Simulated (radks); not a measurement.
Charge is removed step by step from the 3p down level of the manganese ion Mn7+, starting from [Ne] 3s2 3p(up 3, down 3). Calculated with a radial shooting solver on a logarithmic mesh with Libxc functionals: scalar-relativistic Kohn-Sham, PBEsol, spin-polarised, spherical densities, point nucleus.

| removed (e) | E - E(0) (eV) | eigenvalue (eV) | E minus straight line (eV) |
|---|---|---|---|
| 0 | 0.000 | -182.80 | 0.000 |
| 0.1 | 18.406 | -185.37 | -1.162 |
| 0.2 | 37.068 | -187.94 | -2.068 |
| 0.3 | 55.988 | -190.51 | -2.717 |
| 0.4 | 75.165 | -193.10 | -3.107 |
| 0.5 | 94.601 | -195.69 | -3.239 |
| 0.6 | 114.30 | -198.28 | -3.112 |
| 0.7 | 134.25 | -200.88 | -2.725 |
| 0.8 | 154.47 | -203.49 | -2.077 |
| 0.9 | 174.94 | -206.10 | -1.169 |
| 1 | 195.68 | -208.71 | 0.000 |

Removing the whole electron costs 195.68 eV by Delta-SCF, against 182.80 eV from minus the eigenvalue at the starting occupation. Slater's transition state (half an electron removed) gives 195.69 eV. Integrating minus the eigenvalue over the occupation (Janak's theorem) gives 195.71 eV. In this scalar-relativistic scheme the density is built from large components alone, so the theorem holds only approximately. The mean slope of the eigenvalue, de/dn, is 25.9 eV per electron. Ionisation energy of Mn7+ in the NIST Atomic Spectra Database: 195.5 eV (semi-empirical).
